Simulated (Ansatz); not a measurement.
A nudged elastic band was laid between two geometries of CH6OSi2 (10 atoms, charge 0, multiplicity 1).

Level of theory: RKS PBE/cc-pVDZ (Ansatz 0.2.0).

```yaml
movable_images: 2
climbing_image: yes
spring: 5.0 eV/Å²
optimiser: quadratic models (default)
start_path: through a guess of the saddle point
force_threshold: 0.05 eV/Å
iteration_limit: 60
end_points: relaxed
```

First end point:

```xyz
10
Properties=species:S:1:pos:R:3
O 1.604 -0.722 -1.086
C 0.653 -0.295 -0.440
Si -0.073 1.506 -0.815
Si -0.157 -1.405 0.983
H -1.533 1.378 -1.185
H 0.011 2.339 0.443
H 0.707 2.146 -1.932
H 0.557 -2.728 1.064
H -0.061 -0.663 2.296
H -1.623 -1.606 0.675
```

Last end point:

```xyz
10
Properties=species:S:1:pos:R:3
O 0.791 -0.979 -1.636
C 0.324 -0.399 -0.661
Si 0.129 1.569 -0.679
Si -0.233 -1.429 0.932
H -1.326 1.918 -0.465
H 0.914 2.150 0.475
H 0.622 2.118 -1.991
H 0.557 -0.947 2.127
H -1.694 -1.156 1.207
H 0.000 -2.897 0.695
```

(1) Which bonds break or form, and what moves?

(2) Give the energies along the band, and the barrier.

Results:

(1) No bond is made or broken. The dihedral Si3–C2–Si4–H10 goes from 58 to 179°. The two ends are copies of one structure, up to a mirror image or an exchange of like atoms.

(2) It converged. The highest image is number 0 of 0 to 3, 0.0 kcal/mol above the ends, which have the same energy within 2 meV. The highest image is an end point: on this band no image between the ends rises above it. Inner images lie up to 0.011 eV below the lower end, so the ends aren't the lowest states on this path. So few images can step over the top or miss a turn of the path.

```csv
image,path coordinate (Å),energy (kcal/mol),dihedral Si3–C2–Si4–H10 (°)
0,0.00,0.0,58
1,1.42,-0.2,99
2,2.84,-0.3,141
3,4.25,0.0,179
```

Time of the run: 22 s on 2 threads of Arm Neoverse V1, on a shared host, peak memory 0.14 GiB.
